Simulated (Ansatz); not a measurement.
`F[SiH]([AlH2])S` and `B[SiH](F)S` differ in one element.

Ansatz, PBE0-D4/def2-TZVP geometries, multiplicity 1. Each molecule was computed in one conformer, which needn't be the lowest.

```json
{"property": "size of the dipole moment (ωB97M-V/def2-TZVPP) / D", "`F[SiH]([AlH2])S`": "0.18"}
{"property": "HOMO energy (PBE/def2-TZVPP) / eV", "`F[SiH]([AlH2])S`": "-6.09"}
{"property": "HOMO–LUMO gap (PBE0/def2-TZVPP) / eV", "`F[SiH]([AlH2])S`": "6.20"}
{"property": "HOMO energy (PBE0/def2-TZVPP) / eV", "`F[SiH]([AlH2])S`": "-7.14"}
{"property": "HOMO–LUMO gap (B3LYP/def2-TZVPP) / eV", "`F[SiH]([AlH2])S`": "5.87"}
{"property": "HOMO energy (B3LYP/def2-TZVPP) / eV", "`F[SiH]([AlH2])S`": "-6.96"}
```

Give the same properties after the change, and the shifts. (Best estimate.)

Computed: 
```
                                          property  `B[SiH](F)S`  shift
size of the dipole moment (ωB97M-V/def2-TZVPP) / D          1.03   0.85
                 HOMO energy (PBE/def2-TZVPP) / eV         -6.38  -0.29
              HOMO–LUMO gap (PBE0/def2-TZVPP) / eV          6.85   0.65
                HOMO energy (PBE0/def2-TZVPP) / eV         -7.49  -0.35
             HOMO–LUMO gap (B3LYP/def2-TZVPP) / eV          6.43   0.56
               HOMO energy (B3LYP/def2-TZVPP) / eV         -7.30  -0.34
```

With PBE0 the HOMO falls by 0.35 eV and the LUMO rises by 0.30 eV, so the gap widens by about 0.65 eV. PBE moves the HOMO by -0.29 eV and ωB97M-V by -0.45 eV. Dipoles are sizes alone; their direction can turn.

B3LYP here is the variant with VWN-RPA as its local correlation; programs differ in this.
